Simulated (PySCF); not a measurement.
**Question.** Give a GFN2-xTB geometry of `CC[Si@@H]([S])C#N` [radical]. (Doublet state.)

**Answer.** 
```xyz
12
C3H6NSSi angstrom
C     -1.5578   -0.0570    0.2692
C     -0.3976   -0.7481   -0.4333
Si     1.2961   -0.1721    0.2312
S      2.8758   -1.1058   -0.8052
C      1.3902    1.6648   -0.1279
N      1.4377    2.7850   -0.3549
H     -1.5457   -0.2640    1.3370
H     -2.5061   -0.4088   -0.1341
H     -1.5091    1.0209    0.1300
H     -0.4508   -0.5516   -1.5062
H     -0.4797   -1.8288   -0.3049
H      1.4482   -0.3352    1.6732
```

Any rigid rotation of these coordinates is as good. Atoms count from 1 in this order. The C–Si distances run from 1.874 Å (Si3–C5, drawn single) to 1.908 Å (C2–Si3, drawn single), a spread of 0.034 Å. Si3 (silicon bonded to 2 C, S and H) is distorted tetrahedral (angles from 105.9° to 113.8°). Of the pairs four or more bonds apart, C5···H9 is among the closest relative to their van der Waals radii: 2.98 Å, 103 % of the sum of Bondi's values.

Bonds between heavy atoms (Å): C1–C2 1.522, C2–Si3 1.908, Si3–S4 2.107, Si3–C5 1.874, C5≡N6 1.144.

Computed geometry: GFN2-xTB, gas phase. This method treats the open shell by occupation alone, without spin polarisation.

Point group: C1 (no symmetry element, even within 0.4 Å). Stationary, but not proved a minimum. Torsions: C1–C2–Si3–S4 -178°.

One conformer stands for the species.
